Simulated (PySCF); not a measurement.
Species: C2H11ClSi3.
Atom-mapped SMILES: `[CH3:1][CH2:2][Si:3]([SiH3:4])([SiH3:5])[Cl:6]` (hydrogens: H7, H8, H9 on C1; H10, H11 on C2; H12, H13, H14 on Si4; H15, H16, H17 on Si5)

Geometry (PBE0-D3(BJ)/def2-SVP, Å), atoms numbered from 1 in this order:
```
atom  x, y, z in Å
C1    -2.4019    0.2344   -0.3471
C2    -1.0794   -0.1921   -0.9768
Si3    0.3241   -0.4123    0.2629
Si4    0.7534    1.5474    1.4766
Si5    2.2612   -1.2854   -0.7252
Cl6   -0.2966   -1.8304    1.6824
H7    -2.3189    1.2158    0.1463
H8    -3.2004    0.3099   -1.1011
H9    -2.7272   -0.4894    0.4155
H10   -1.1921   -1.1476   -1.5177
H11   -0.7366    0.5454   -1.7248
H12    1.8897    1.3194    2.4201
H13   -0.4555    1.9530    2.2575
H14    1.1210    2.6575    0.5409
H15    1.9426   -2.5794   -1.4043
H16    3.3059   -1.5188    0.3169
H17    2.7973   -0.3250   -1.7411
```

The closed-shell ground state was solved at several levels (PySCF, density fitting, gas phase, non-relativistic).

```tsv
level	basis functions	HOMO (eV)	LUMO (eV)	gap (eV)	dipole (D)
B3LYP/def2-SVPD	227	-7.45	-0.82	6.63	1.95
KT3/pcSseg-1	185	-6.68	-1.42	5.26	1.94
```

Q: What might PBE0/pcSseg-1 (185 basis functions) give for the same quantities?

A: HOMO -7.72 eV, LUMO -0.64 eV, gap 7.08 eV, dipole 2.07 D.

Q: Over all these levels, which gives the widest orbital gap and which the narrowest?

A: PBE0/pcSseg-1 (global hybrid, 25 % exact exchange) has the widest, 7.08 eV, and KT3/pcSseg-1 (GGA) the narrowest, 5.26 eV. The two share the basis. From the narrowest to the widest the HOMO moves by -1.04 eV and the LUMO by +0.78 eV.

Q: How far do the dipole and the HOMO energy spread over the levels?

A: The dipole runs from 1.94 to 2.07 D (mean 1.99 D) and the HOMO from -7.72 to -6.68 eV.

One conformer stands for the species.
